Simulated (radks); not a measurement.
Dipole-allowed excitations along the series with 4 electrons in [He] 2s2. All-electron calculation, non-relativistic Kohn-Sham, LB94 model potential, spin-unpolarised, spherical densities, point nucleus. Program: a radial shooting solver on a logarithmic mesh with Libxc functionals. Time-dependent linear response with the Hartree and adiabatic LDA kernel, continuum included through the Sternheimer equations. Lines are the poles of the dipole polarisability below minus the highest occupied eigenvalue, found on a grid refined at the orbital gaps; the lowest seven at most are given, and weak or close lines can be missed. The first line takes the name of the lowest orbital gap if no other gap lies below it; otherwise a line is named after a gap within 0.6 % of it, if that gap stands alone.

| species | -e(HOMO) (eV) | lowest orbital gap (eV) | first line (eV) | f | strongest line (eV) | its f | static alpha (bohr^3) |
|---|---|---|---|---|---|---|---|
| Mn21+ | 1762.3 | 2s-2p 46.565 | 65.028 (2s-2p) | 0.115 | 1010.7 (2s-3p) | 0.756 | 0.02086 |
| Fe22+ | 1920.6 | 2s-2p 48.608 | 67.857 (2s-2p) | 0.110 | 1100.1 (2s-3p) | 0.761 | 0.01835 |
| Co23+ | 2085.8 | 2s-2p 50.651 | 70.688 (2s-2p) | 0.106 | 1193.3 (2s-3p) | 0.765 | 0.01623 |
| Ni24+ | 2257.7 | 2s-2p 52.693 | 73.512 (2s-2p) | 0.102 | 1290.2 (2s-3p) | 0.769 | 0.01442 |
| Cu25+ | 2436.5 | 2s-2p 54.735 | 76.343 (2s-2p) | 0.0980 | 1390.9 (2s-3p) | 0.772 | 0.01287 |
